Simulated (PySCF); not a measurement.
C4H7O3 (doublet state).
Structure used (PBE0-D3(BJ)/def2-SVP), in Å, numbered top down from 1:
```xyz
14
C4H7O3 angstrom
C     -2.187   -0.732    0.620
O     -1.062    0.105    0.608
C     -0.512    0.331   -0.600
C      0.772    1.086   -0.581
C      1.937    0.165   -0.283
O      2.615   -0.385   -1.111
O      2.104   -0.025    1.032
H     -2.521   -0.820    1.662
H     -3.008   -0.312    0.012
H     -1.942   -1.739    0.237
H     -0.697   -0.417   -1.383
H      0.957    1.534   -1.567
H      0.715    1.873    0.186
H      2.827   -0.666    1.124
```

The hyperfine couplings belong to this conformer and change with its torsions.

As a line formula: `CO[CH]CC(=O)O` [radical].

Theory: UKS B3LYP, IGLO-III on C O, pcH-1 on H, non-relativistic, mean-field spin-orbit, GIAO in PySCF. The structure is a single PBE0-D3(BJ)/def2-SVP conformer in the gas phase; no vibrational or solvent corrections. The SCF solution wasn't tested for stability.

Task: The isotropic 13C couplings are +166.5, +77.1, -17.3, -4.1 MHz. Assign them to C1; C3; C4; C5.

Result: 
```
site  a_iso (MHz)  ρ(0) (bohr⁻³)                 position  distance from C3 (Å)  spin population  largest |T| (MHz)
  C1         -4.1        -0.0036          2 bonds from C3                  2.33            -0.02                2.5
  C3       +166.5        +0.1481  largest spin population                  0.00            +0.89              137.4
  C4        -17.3        -0.0154           1 bond from C3                  1.49            -0.06                3.2
  C5        +77.1        +0.0686          2 bonds from C3                  2.47            +0.04               10.2
```

Task: Match the computed a_iso(17O) values -20.9, -7.5, -1.4 MHz with the sites O2; O6; O7.

Result: 
| site | a_iso (MHz) | ρ(0) (bohr⁻³) | position | distance from C3 (Å) | spin population | largest \|T\| (MHz) |
| --- | --- | --- | --- | --- | --- | --- |
| O2 | -20.9 | +0.0344 | 1 bond from C3 | 1.35 | +0.11 | 63.0 |
| O6 | -1.4 | +0.0023 | 3 bonds from C3 | 3.25 | +0.02 | 8.0 |
| O7 | -7.5 | +0.0123 | 3 bonds from C3 | 3.10 | 0.00 | 1.7 |

Task: Match the computed a_iso(1H) values +30.8, -26.2, +7.9, +4.0 MHz (means over equivalent nuclei) with the sites H8/H9/H10; H11; H12/H13; H14.

Result: 
```
     site  a_iso (MHz)  ρ(0) (bohr⁻³)            position  distance from C3 (Å)  bound to  spin population there  largest |T| (MHz)
H8/H9/H10         +7.9        +0.0018  γ, 3 bonds from C3                  2.85        C1                  -0.02                6.7
      H11        -26.2        -0.0059   α, 1 bond from C3                  1.10        C3                  +0.89               32.8
  H12/H13        +30.8        +0.0069  β, 2 bonds from C3                  2.13        C4                  -0.06                9.1
      H14         +4.0        +0.0009     4 bonds from C3                  3.89        O7                   0.00                2.4
```

ρ(0) is the spin density at the nucleus and T the dipolar tensor; entries for several nuclei are means. The Mulliken spin populations are largest on C3 (+0.89), O2 (+0.11) and C4 (-0.06). No atom but C3 exceeds +0.15. The angles at C3 add up to 352.3°, so it is slightly pyramidal.

β density exceeds α density at some nuclei, such as C4 (-0.0154), H11 (-0.0059) and C1 (-0.0036), spin density in bohr⁻³. In a single determinant that takes different orbitals for the two spins, that is spin polarisation.

Means are taken over nuclei equivalent by connectivity, which assumes that they swap fast. The three 1H nuclei of mean +7.9 MHz run from -1.9 to 13.5 MHz in the frozen geometry.
